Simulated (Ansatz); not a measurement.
```yaml
crystal:
  periodic: [false, false, false]
  atoms:
    - {symbol: Nb, position_ang: [0.014867, 2.923561, -1.402265]}
    - {symbol: Nb, position_ang: [2.592421, 1.812234, -0.370549]}
    - {symbol: Nb, position_ang: [-1.159809, 4.673241, 0.051401]}
    - {symbol: Te, position_ang: [0.747255, 0.088630, -1.181429]}
    - {symbol: Te, position_ang: [-0.457701, 5.513921, -2.320084]}
    - {symbol: Te, position_ang: [1.223075, 3.689939, 1.073707]}
    - {symbol: Te, position_ang: [-2.539774, 2.495593, -0.369998]}
    - {symbol: Te, position_ang: [4.739390, 0.937363, 0.569922]}
    - {symbol: Te, position_ang: [2.547976, 2.699118, -2.869705]}
basis:
  gaussian: {orbitals: STO-3G}
total_charge: 1
magnetization: {spin_polarized: true, initial_magnetization: 2}
hamiltonian: {xc: hf}
scf: {omitted_lower_state_checks: [starts]}
output: {orbitals: {seedname: orbitals}}
```

```sh
$ ansatz run in.yaml --threads 4 --pin off --events-out ev --progress --plain --max-ram 6963MiB
```

**Question.** Does this run fit into the memory that it is given?

**Answer.** No. It has 243 basis functions, and Ansatz plans for 9 GiB where 7 GiB are given.
